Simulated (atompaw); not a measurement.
**What one change does to a pseudopotential (molybdenum, PAW (atompaw))**

- Element: molybdenum (Mo)
- Generator: atompaw 4.2.0.5
- Type: PAW
- Functional: LDA (PW92)
- Relativity: scalar-relativistic
- Frozen core: [Kr]
- Valence charge: 6
- Reference configuration: 4d5 5s0 5p0 (charge +1)
- Partial waves: 5s (bound, empty): rc 2.80 bohr; 5s channel at 3.75 Ry: rc 2.80 bohr; 5p (bound, empty): rc 2.80 bohr; 5p channel at 0.85 Ry: rc 2.80 bohr; 4d (bound): rc 2.80 bohr; 4d channel at 0.3 Ry: rc 2.80 bohr
- Local potential: bessel scheme, radius 2.40 bohr
- Core correction: smooth core density matched at 2.70 bohr
- Augmentation charge: besselshape compensation charge, radius 2.50 bohr; PAW radius 2.80 bohr; waves and projectors: custom polynom2 7 10 vanderbiltortho

All-electron outer shells of the reference configuration (LDA (PW92), scalar-relativistic, ld1.x):

```json
{"shell": "4p", "level (eV)": "-45.46", "outermost node (bohr)": "0.52", "outermost maximum (bohr)": "1.06"}
{"shell": "4d", "level (eV)": "-10.66", "outermost node (bohr)": "0.53", "outermost maximum (bohr)": "1.38"}
{"shell": "5s", "level (eV)": "-10.14", "outermost node (bohr)": "1.34", "outermost maximum (bohr)": "2.79"}
{"shell": "5p", "level (eV)": "-6.07", "outermost node (bohr)": "1.53", "outermost maximum (bohr)": "3.49"}
```

Change: all radii scaled by about 0.80 (s 2.24, p 2.24, d 2.24 bohr); local potential bessel scheme, radius 1.92 bohr; augmentation besselshape compensation charge, radius 2.00 bohr; PAW radius 2.24 bohr; waves and projectors: custom polynom2 7 10 vanderbiltortho; core correction smooth core density matched at 2.16 bohr.

Cutoffs: the cutoffs (Ry, on a coarse ladder) from which the occupation-weighted sum of valence levels, in a spherical-Bessel basis at the reference potential, stays within 10 and 1 mRy of its value at 400 Ry; they do not see the model core or the augmentation charge, which bear on the density cutoff.

**Question.** What does the change do?

**Answer.** The potential gets softer (25 Ry and 50 Ry → 15 Ry and 30 Ry); a bound ghost appears in p, s, which as a rule spoils a file.

```tsv
quantity	base	changed
cutoff, loose	25 Ry	15 Ry
cutoff, tight	50 Ry	30 Ry
bound ghosts	none	s, p
lowest overlap eigenvalue by channel	s 0.78, p 1.00, d 0.94	s 0.12, p 0.67, d 0.92
```

 A true bound ghost makes a file unfit for plane-wave use even where its test errors are small: the radial tests pick states by their node count and pass the ghost by. The cutoffs see the waves, projectors and local potential, not the compensation charge or the core.
